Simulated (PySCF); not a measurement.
Te(SeH)2 (H2Se2Te), SMILES [SeH][Te][SeH].

Coordinates come from a PBE-D3(BJ)/def2-SVP optimisation. This is a generated structure with no PubChem entry under its InChIKey; it may be hypothetical. The def2 effective core potentials stand for the cores of Te; spin–orbit coupling is left out. One conformer was computed; it need not be the lowest.

These are PBE-D3(BJ)/def2-SVP run with PySCF 2.14.0 values and carry that method's errors.

Frequencies are harmonic and unscaled.

| mode | ν (cm⁻¹) | IR (km/mol) | moving atoms (share of kinetic energy) |
|---|---|---|---|
| 1 | 76 | 0.1 | Se 77 %, Te 22 % |
| 2 | 222 | 15.9 | Se 56 %, Te 44 % |
| 3 | 230 | 0.4 | Se 67 %, Te 33 % |
| 4 | 274 | 8.7 | H 99 % |
| 5 | 280 | 4.7 | H 97 % |
| 6 | 639 | 10.4 | H 98 % |
| 7 | 651 | 2.4 | H 99 % |
| 8 | 2322 | 20.9 | H 99 % |
| 9 | 2323 | 1.2 | H 99 % |
